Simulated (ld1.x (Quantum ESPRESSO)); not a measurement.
## Building the TM potential for Li (LDA (PZ), scalar-relativistic).

Input for ld1.x (Quantum ESPRESSO) 7.5:

```
&input
   title='Li', zed=3., rel=1, dft='PZ', iswitch=3,
   config='[He] 2s1 2p0 3d-2',
   nld=3, rlderiv=4.55, eminld=-2.0, emaxld=5.0, deld=0.02
 /
 &inputp
   pseudotype=2, tm=.true., lloc=2,
   nlcc=.false.,
   file_pseudopw='Li.UPF', file_wfcaegen='ae.wfc', file_wfcncgen='nc.wfc', file_beta='beta', file_chi='chi'
 /
3
2S  1  0   1.00   0.00  3.00  3.00  0.0
2P  2  1   0.00   0.00  4.20  4.20  0.0
3D  3  2  -2.00   0.15  4.15  4.15  0.0
 &test
   configts(1)='2s1 2p0'
 /
```

Command:

```bash
ld1.x < Li.in > Li.out
```

The program printed (shortened: banner, matrices, multipoles, cross overlaps and the repeated all-electron block are left out):

```
Program LD1 v.7.5
     --------------------------- All-electron run ----------------------------

     Li
     scalar relativistic calculation

     atomic number is  3.00
     dft =PZ   lsd =0 sic =0 latt =0  beta=0.20 tr2=1.0E-14
     Exchange-correlation= PZ
                           (   1   1   0   0   0   0   0)
     mesh =1017 r(mesh) =  99.62247 a.u. xmin = -7.00 dx = 0.01250
     1 Ry =  13.60569312 eV, c = 137.03599908

     n l     nl                  e(Ry)          e(Ha)          e(eV)
     1 0     1S 1( 2.00)        -3.7559        -1.8779       -51.1013
     2 0     2S 1( 1.00)        -0.2114        -0.1057        -2.8768
     2 1     2P 1( 0.00)        -0.0829        -0.0415        -1.1282

     final scf error:  4.7E-15 reached in  14 iterations

     Etot =     -14.669720 Ry,      -7.334860 Ha,    -199.591708 eV

     Ekin =      14.477654 Ry,       7.238827 Ha,     196.978513 eV
     Encl =     -33.827029 Ry,     -16.913514 Ha,    -460.240172 eV
     Eh   =       7.982512 Ry,       3.991256 Ha,     108.607605 eV
     Exc  =      -3.302857 Ry,      -1.651428 Ha,     -44.937653 eV

     normalization and overlap integrals

     s(1S/1S) =  1.000000  <r> =   0.5887  <r2> =    0.4765  r(max) =   0.3638
     s(2S/2S) =  1.000000  <r> =   3.9312  <r2> =   18.4427  r(max) =   3.1233
     s(2P/2P) =  1.000000  <r> =   5.0086  <r2> =   30.9523  r(max) =   3.9114

     ------------------------ End of All-electron run ------------------------

     --------------------- Generating NC pseudopotential ---------------------

      Generating local pot.: lloc=2, matching radius rcloc =   4.1500

      Wfc   2S  rcut= 3.008  Using Troullier-Martins method

      Wfc   2P  rcut= 4.164  Using Troullier-Martins method

     ------------------- End of pseudopotential generation -------------------

     Computing logarithmic derivative in   4.57294
     Computing logarithmic derivative in   4.57294
     Computing the partial wave expansion
     R is outside the sphere for l=    0 j= 0.00
     R is outside the sphere for l=    1 j= 0.00
       no projector for channel:   2

     ---------------------- Testing the pseudopotential ----------------------

     Li
     scalar relativistic calculation

     atomic number is  3.00   valence charge is  1.00
     dft =PZ   lsd =0 sic =0 latt =0  beta=0.20 tr2=1.0E-14
     mesh =1017 r(mesh) =  99.62247 xmin = -7.00 dx = 0.01250

     n l     nl             e AE (Ry)        e PS (Ry)    De AE-PS (Ry)
     1 0     2S   1( 1.00)       -0.21144       -0.21144        0.00000
     2 1     2P   1( 0.00)       -0.08292       -0.08292        0.00000

     eps = 5.0E-16  iter =  3

     Etot =     -14.669720 Ry,      -7.334860 Ha,    -199.591708 eV
     Etotps =    -0.379761 Ry,      -0.189881 Ha,      -5.166912 eV

     Ekin =       0.134466 Ry,       0.067233 Ha,       1.829509 eV
     Encl =      -0.612832 Ry,      -0.306416 Ha,      -8.337999 eV
     Ehrt =       0.230521 Ry,       0.115261 Ha,       3.136403 eV
     Ecxc =      -0.207729 Ry,      -0.103864 Ha,      -2.826290 eV
     Epseu=       0.075811 Ry,       0.037906 Ha,       1.031466 eV

     ---------------------- End of pseudopotential test ----------------------
```

Generation and configuration tests took about 0.47 s on one core of a shared server CPU.
